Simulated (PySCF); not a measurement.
**Stretching Be₂**

Set-up: Be def2-TZVP; no relativity (PySCF 2.14). Energies in eV from Be + Be in their ground configurations at the same level. State: singlet, closed shell.

All columns are PBE0.

| R (Å) | E (eV) | HOMO (eV) | LUMO (eV) | Mayer bond order | ⟨S²⟩ |
| --- | --- | --- | --- | --- | --- |
| 2.171 | -0.130 | -4.98 | -2.35 | 1.10 | 0.00 |
| 2.272 | -0.215 | -5.06 | -2.25 | 1.00 | 0.00 |
| 2.373 | -0.260 | -5.15 | -2.15 | 0.91 | 0.00 |
| 2.448 | -0.275 | -5.22 | -2.14 | 0.84 | 0.00 |
| 2.524 | -0.278 | -5.28 | -2.12 | 0.77 | 0.00 |
| 2.600 | -0.274 | -5.35 | -2.11 | 0.70 | 0.00 |
| 2.701 | -0.260 | -5.43 | -2.08 | 0.62 | 0.00 |
| 2.827 | -0.235 | -5.53 | -2.06 | 0.52 | 0.00 |
| 2.978 | -0.200 | -5.65 | -2.02 | 0.42 | 0.00 |
| 3.180 | -0.155 | -5.79 | -1.96 | 0.31 | 0.00 |

Closed-shell solutions of metal pairs were not tested for spin polarisation, which can lower them a little. The bond is weak. Basis-set superposition, not corrected here, can be much of De in a small basis, most of all at correlated wavefunction levels. Functionals without a dispersion term scatter widely for such bonds, and LDA overbinds them.
